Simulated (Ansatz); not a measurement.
Ansatz (a program for electronic structure) input (B3LYP/6-31G*):

Ansatz 0.2 input:
```yaml
crystal:
  periodic: [false, false, false]
  atoms:
    - {symbol: Si, position_ang: [-0.36487676, -0.10331375, -0.15093718]}
    - {symbol: O, position_ang: [-0.55551391, -0.18094921, 1.37594946]}
    - {symbol: O, position_ang: [1.06266097, 0.32033696, -0.88044238]}
    - {symbol: H, position_ang: [1.05109822, 0.33129060, -1.85093618]}
basis:
  gaussian:
    orbitals: 6-31G*
hamiltonian:
  xc: {name: B3LYP}
magnetization: {spin_polarized: true, initial_magnetization: 1}
phonons: {temperatures: {t_min: 298.15, t_max: 298.15, t_step: 100}}
```

Output:

```
Functional definition: B3LYP
integrals: 0.01 GiB planned
480 factors; integrals over basis functions are off by at most 4.0e-4 eV
mean field: 0.17 GiB planned
mean field evaluation 1: about -11976.1283 eV, gradient 5.5e1 eV
mean field evaluation 2: about -11890.1090 eV, gradient 1.3e2 eV
mean field evaluation 4: about -11987.0935 eV, gradient 1.1e1 eV
mean field evaluation 8: about -11987.5660 eV, gradient 3.5e-1 eV
mean field evaluation 16: about -11987.5670 eV, gradient 2.9e-4 eV
mean field -11987.56695397 eV, -440.5349600936 hartree, gradient 4.3e-5 eV, S^2 0.754336; 0 other end points of the search recorded, 0 dependent functions left out
the calculation of the forces begins
reference -11987.56713281 eV, -440.5349666658 hartree; 16, 15 occupied and 35, 36 virtual orbitals, 480 factors
these checks for a lower state are left out or cut short: stability, starts, cluster_reference, orbital_swaps, neighbouring_geometries, increment
integrals: 0.01 GiB planned
480 factors; integrals over basis functions are off by at most 4.0e-4 eV
mean field: 0.17 GiB planned
mean field -11987.56687059 eV, -440.5349570297 hartree, gradient 2.6e-6 eV, S^2 0.754321; 0 other end points of the search recorded, 0 dependent functions left out
the calculation of the forces begins
reference -11987.56704945 eV, -440.5349636024 hartree; 16, 15 occupied and 35, 36 virtual orbitals, 480 factors
these checks for a lower state are left out or cut short: stability, starts, cluster_reference, orbital_swaps, neighbouring_geometries, increment
integrals: 0.01 GiB planned
480 factors; integrals over basis functions are off by at most 4.0e-4 eV
mean field: 0.17 GiB planned
mean field evaluation 32: about -11987.5669 eV, gradient 3.0e-6 eV
mean field -11987.56687497 eV, -440.5349571904 hartree, gradient 3.0e-6 eV, S^2 0.754351; 0 other end points of the search recorded, 0 dependent functions left out
the calculation of the forces begins
reference -11987.56705380 eV, -440.5349637623 hartree; 16, 15 occupied and 35, 36 virtual orbitals, 480 factors
these checks for a lower state are left out or cut short: stability, starts, cluster_reference, orbital_swaps, neighbouring_geometries, increment
integrals: 0.01 GiB planned
480 factors; integrals over basis functions are off by at most 4.0e-4 eV
mean field: 0.17 GiB planned
mean field -11987.56686900 eV, -440.5349569712 hartree, gradient 2.0e-6 eV, S^2 0.754306; 0 other end points of the search recorded, 0 dependent functions left out
the calculation of the forces begins
reference -11987.56704788 eV, -440.5349635448 hartree; 16, 15 occupied and 35, 36 virtual orbitals, 480 factors
these checks for a lower state are left out or cut short: stability, starts, cluster_reference, orbital_swaps, neighbouring_geometries, increment
integrals: 0.01 GiB planned
480 factors; integrals over basis functions are off by at most 4.0e-4 eV
mean field: 0.17 GiB planned
mean field -11987.56686801 eV, -440.5349569348 hartree, gradient 1.8e-6 eV, S^2 0.754366; 0 other end points of the search recorded, 0 dependent functions left out
the calculation of the forces begins
reference -11987.56704681 eV, -440.5349635056 hartree; 16, 15 occupied and 35, 36 virtual orbitals, 480 factors
these checks for a lower state are left out or cut short: stability, starts, cluster_reference, orbital_swaps, neighbouring_geometries, increment
integrals: 0.01 GiB planned
480 factors; integrals over basis functions are off by at most 4.0e-4 eV
mean field: 0.17 GiB planned
mean field -11987.56694609 eV, -440.5349598040 hartree, gradient 1.7e-6 eV, S^2 0.754340; 0 other end points of the search recorded, 0 dependent functions left out
the calculation of the forces begins
reference -11987.56712492 eV, -440.5349663758 hartree; 16, 15 occupied and 35, 36 virtual orbitals, 480 factors
these checks for a lower state are left out or cut short: stability, starts, cluster_reference, orbital_swaps, neighbouring_geometries, increment
integrals: 0.01 GiB planned
480 factors; integrals over basis functions are off by at most 4.0e-4 eV
mean field: 0.17 GiB planned
mean field -11987.56694349 eV, -440.5349597084 hartree, gradient 1.8e-6 eV, S^2 0.754333; 0 other end points of the search recorded, 0 dependent functions left out
the calculation of the forces begins
reference -11987.56712234 eV, -440.5349662812 hartree; 16, 15 occupied and 35, 36 virtual orbitals, 480 factors
these checks for a lower state are left out or cut short: stability, starts, cluster_reference, orbital_swaps, neighbouring_geometries, increment
integrals: 0.01 GiB planned
480 factors; integrals over basis functions are off by at most 4.0e-4 eV
mean field: 0.17 GiB planned
mean field evaluation 64: about -11987.5669 eV, gradient 8.6e-5 eV
mean field -11987.56687765 eV, -440.5349572890 hartree, gradient 1.1e-6 eV, S^2 0.754363; 0 other end points of the search recorded, 0 dependent functions left out
the calculation of the forces begins
reference -11987.56705647 eV, -440.5349638607 hartree; 16, 15 occupied and 35, 36 virtual orbitals, 480 factors
these checks for a lower state are left out or cut short: stability, starts, cluster_reference, orbital_swaps, neighbouring_geometries, increment
integrals: 0.01 GiB planned
480 factors; integrals over basis functions are off by at most 4.0e-4 eV
mean field: 0.17 GiB planned
mean field -11987.56687982 eV, -440.5349573686 hartree, gradient 1.2e-6 eV, S^2 0.754309; 0 other end points of the search recorded, 0 dependent functions left out
the calculation of the forces begins
reference -11987.56705868 eV, -440.5349639415 hartree; 16, 15 occupied and 35, 36 virtual orbitals, 480 factors
these checks for a lower state are left out or cut short: stability, starts, cluster_reference, orbital_swaps, neighbouring_geometries, increment
integrals: 0.01 GiB planned
480 factors; integrals over basis functions are off by at most 4.0e-4 eV
mean field: 0.17 GiB planned
mean field -11987.56688377 eV, -440.5349575137 hartree, gradient 2.0e-6 eV, S^2 0.754349; 0 other end points of the search recorded, 0 dependent functions left out
the calculation of the forces begins
reference -11987.56706260 eV, -440.5349640856 hartree; 16, 15 occupied and 35, 36 virtual orbitals, 480 factors
these checks for a lower state are left out or cut short: stability, starts, cluster_reference, orbital_swaps, neighbouring_geometries, increment
integrals: 0.01 GiB planned
480 factors; integrals over basis functions are off by at most 4.0e-4 eV
mean field: 0.17 GiB planned
mean field -11987.56688206 eV, -440.5349574511 hartree, gradient 2.1e-6 eV, S^2 0.754323; 0 other end points of the search recorded, 0 dependent functions left out
the calculation of the forces begins
reference -11987.56706091 eV, -440.5349640238 hartree; 16, 15 occupied and 35, 36 virtual orbitals, 480 factors
these checks for a lower state are left out or cut short: stability, starts, cluster_reference, orbital_swaps, neighbouring_geometries, increment
integrals: 0.01 GiB planned
480 factors; integrals over basis functions are off by at most 4.0e-4 eV
mean field: 0.17 GiB planned
mean field -11987.56686311 eV, -440.5349567546 hartree, gradient 2.1e-6 eV, S^2 0.754339; 0 other end points of the search recorded, 0 dependent functions left out
the calculation of the forces begins
reference -11987.56704194 eV, -440.5349633266 hartree; 16, 15 occupied and 35, 36 virtual orbitals, 480 factors
these checks for a lower state are left out or cut short: stability, starts, cluster_reference, orbital_swaps, neighbouring_geometries, increment
integrals: 0.01 GiB planned
480 factors; integrals over basis functions are off by at most 4.0e-4 eV
mean field: 0.17 GiB planned
mean field evaluation 96: about -11987.5669 eV, gradient 8.4e-5 eV
mean field -11987.56686454 eV, -440.5349568071 hartree, gradient 2.2e-6 eV, S^2 0.754333; 0 other end points of the search recorded, 0 dependent functions left out
the calculation of the forces begins
reference -11987.56704338 eV, -440.5349633796 hartree; 16, 15 occupied and 35, 36 virtual orbitals, 480 factors
these checks for a lower state are left out or cut short: stability, starts, cluster_reference, orbital_swaps, neighbouring_geometries, increment
integrals: 0.01 GiB planned
480 factors; integrals over basis functions are off by at most 4.0e-4 eV
mean field: 0.17 GiB planned
mean field -11987.56694676 eV, -440.5349598287 hartree, gradient 2.0e-6 eV, S^2 0.754334; 0 other end points of the search recorded, 0 dependent functions left out
the calculation of the forces begins
reference -11987.56712561 eV, -440.5349664015 hartree; 16, 15 occupied and 35, 36 virtual orbitals, 480 factors
these checks for a lower state are left out or cut short: stability, starts, cluster_reference, orbital_swaps, neighbouring_geometries, increment
integrals: 0.01 GiB planned
480 factors; integrals over basis functions are off by at most 4.0e-4 eV
mean field: 0.17 GiB planned
mean field -11987.56694676 eV, -440.5349598288 hartree, gradient 2.0e-6 eV, S^2 0.754338; 0 other end points of the search recorded, 0 dependent functions left out
the calculation of the forces begins
reference -11987.56712559 eV, -440.5349664005 hartree; 16, 15 occupied and 35, 36 virtual orbitals, 480 factors
these checks for a lower state are left out or cut short: stability, starts, cluster_reference, orbital_swaps, neighbouring_geometries, increment
integrals: 0.01 GiB planned
480 factors; integrals over basis functions are off by at most 4.0e-4 eV
mean field: 0.17 GiB planned
mean field -11987.56687726 eV, -440.5349572746 hartree, gradient 2.3e-6 eV, S^2 0.754336; 0 other end points of the search recorded, 0 dependent functions left out
the calculation of the forces begins
reference -11987.56705608 eV, -440.5349638463 hartree; 16, 15 occupied and 35, 36 virtual orbitals, 480 factors
these checks for a lower state are left out or cut short: stability, starts, cluster_reference, orbital_swaps, neighbouring_geometries, increment
integrals: 0.01 GiB planned
480 factors; integrals over basis functions are off by at most 4.0e-4 eV
mean field: 0.17 GiB planned
mean field -11987.56687468 eV, -440.5349571797 hartree, gradient 2.8e-6 eV, S^2 0.754336; 0 other end points of the search recorded, 0 dependent functions left out
the calculation of the forces begins
reference -11987.56705353 eV, -440.5349637525 hartree; 16, 15 occupied and 35, 36 virtual orbitals, 480 factors
Total energy: -11987.56713281 eV, -440.5349666658 hartree
Atom 0 at    -0.364877    -0.103314    -0.150937 Å, force    -0.000722    -0.000215     0.000413 eV/Å
Atom 1 at    -0.555514    -0.180949     1.375949 Å, force     0.000491     0.000153    -0.000726 eV/Å
Atom 2 at     1.062661     0.320337    -0.880442 Å, force     0.000231     0.000075    -0.000518 eV/Å
Atom 3 at     1.051098     0.331291    -1.850936 Å, force    -0.000001    -0.000012     0.000832 eV/Å
Dipole moment:     0.061174     0.031238    -0.919271 e Å
Vibrations: 296.96 332.82 809.08 829.82 1166.54 3768.61 cm⁻¹, zero-point energy 0.446580 eV
```

The blocks after the first are displaced geometries, from whose forces the wavenumbers follow.
